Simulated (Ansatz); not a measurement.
AlGeH₄NO (`[OH][GeH]1[NH][AlH]1`), 8 atoms. Total charge 0; spin multiplicity 1. Correlated methods include outer-core shells of Ge, which these sets cover unevenly. Scalar relativity is left out up to krypton. All runs use 2 threads of an Arm Neoverse V2 on a shared host. Correlated methods freeze the cores.

Task: Give the basis size and wall time and peak host memory of each of these runs in Ansatz. RKS SPW92 (LDA)/def2-TZVPP energy; RKS r2SCAN0-D4/def2-TZVPP energy; RKS r2SCANh-D4/def2-TZVPP energy; RKS BHLYP-D4/def2-TZVPP energy; RKS PBE0-D4/def2-TZVP relaxation (7 steps); RHF-MP2/def2-QZVPP energy; RHF-CCSD(T)/def2-SVP energy; RKS ωB97M-V/def2-SVP energy; RKS PBE0-D4/def2-QZVPP energy; RKS PBE0-D4/def2-TZVP frequencies; direct RPA on PBE orbitals/def2-TZVPP energy; RKS ωB97M-V/def2-QZVPP energy. (Estimate.)

Result: The calculation gave: Other jobs shared the machine, so times are rough.

| level | job | functions | wall time | peak host memory (GiB) |
| --- | --- | --- | --- | --- |
| RKS SPW92 (LDA)/def2-TZVPP | energy | 208 | 1.5 s | 0.24 |
| RKS BHLYP-D4/def2-TZVPP | energy | 208 | 3.9 s | 0.51 |
| RHF-CCSD(T)/def2-SVP | energy | 98 | 6 s | 0.35 |
| RKS r2SCAN0-D4/def2-TZVPP | energy | 208 | 7 s | 0.51 |
| direct RPA on PBE orbitals/def2-TZVPP | energy | 208 | 7 s | 0.46 |
| RKS r2SCANh-D4/def2-TZVPP | energy | 208 | 7 s | 0.51 |
| RKS ωB97M-V/def2-SVP | energy | 98 | 8 s | 0.3 |
| RKS PBE0-D4/def2-QZVPP | energy | 393 | 13 s | 1.2 |
| RHF-MP2/def2-QZVPP | energy | 393 | 25 s | 1.9 |
| RKS ωB97M-V/def2-QZVPP | energy | 393 | 26 s | 1.4 |
| RKS PBE0-D4/def2-TZVP | relaxation (7 steps) | 171 | 34 s | 0.43 |
| RKS PBE0-D4/def2-TZVP | frequencies | 171 | 2.4 min | 0.43 |
